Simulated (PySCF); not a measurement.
## Assignment exercise: CH$_{9}$ClO$_{2}$Si$_{3}$

Geometry (Å), atoms numbered from 1 in this order:
```xyz
16

Si    1.351   -1.592    1.320
O     0.610   -0.860    0.080
C     1.144    0.057   -0.852
Si   -0.354    0.624   -1.886
O    -1.506    1.069   -0.833
Si   -2.078    1.011    0.683
Cl   -0.768    1.881    1.916
H     0.234   -2.379    1.820
H     1.877   -0.621    2.283
H     2.472   -2.412    0.843
H     1.620    0.886   -0.318
H     1.924   -0.432   -1.442
H    -0.067    1.823   -2.667
H    -0.904   -0.501   -2.635
H    -2.280   -0.370    1.088
H    -3.280    1.826    0.588
```

PySCF 2.14.0 with density-fitted response routines calculation with GFN2-xTB structure and σ from GIAO-PBE0/pcSseg-1; one computed conformer, relativity neglected, no solvent, one averaged value for each set of equivalent atoms.

References, each an isolated molecule treated in the same way: TMS for ¹H.

Q: Assign these signals to the numbered atoms. ¹H NMR (400 MHz, computed): δ 5.47 (s, 2H), 5.14 (t, 2H), 4.96 (s, 3H), 3.71 (t, 2H).

A: 
5.47 → H15/H16, hydrogen on a silicon bonded to Cl, O
5.14 → H13/H14, hydrogen on a silicon bonded to C, O
4.96 → H8/H9/H10, hydrogen on a silicon bonded to O
3.71 → H11/H12, hydrogen on an sp3 CH2 bonded to O and Si: its carbon carries O, an electronegative neighbour

No couplings were computed; multiplicities are counted from neighbouring protons, with m where these are inequivalent, close in shift, in a saturated or five-membered ring or joined by F or P, and br s for small geminal =CH2 splittings.
